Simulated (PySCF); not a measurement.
From computed data to an observable: oscillator strength and radiative lifetime

W(NH)(S)(F)(NH2) (FH3N2SW), SMILES [NH]=[W]([NH2])([F])=[S], multiplicity 1.

Geometry optimised at PBE-D3(BJ)/def2-SVP. The spin state was assumed, not searched. The structure was generated by enumeration; whether it is a known compound was not checked. The def2 effective core potentials stand for the cores of W; spin–orbit coupling is left out. One conformer was computed; it need not be the lowest.

TDA-PBE/def2-SVPD run with PySCF 2.14.0 puts the first singlet state with f over 0.02 at 4.35 eV (vertical), with the transition dipole (-0.061, 0.043, -0.478) in atomic units.

Find the oscillator strength, the wavelength and the radiative lifetime that this transition would have in vacuum if emission retraced absorption.


|μ|² = 0.2341 au, so |μ| = 1.23 D. ΔE = 4.35/27.211 = 0.1599 hartree. f = (2/3) ΔE |μ|² = 0.025 (the program prints 0.025).
λ = 1239.84/4.35 = 285 nm; ν = 35085 cm⁻¹.
Einstein's coefficient A = 0.6670 ν² f s⁻¹ (ν in cm⁻¹) = 2.0e7 s⁻¹, so τ = 1/A = 49 ns. This state is S4; the lower singlets have f = 0.001, 0.002, 0.010. The figure is the radiative limit of this one transition; relaxation, internal conversion, crossing to triplets and a medium change what is measured.
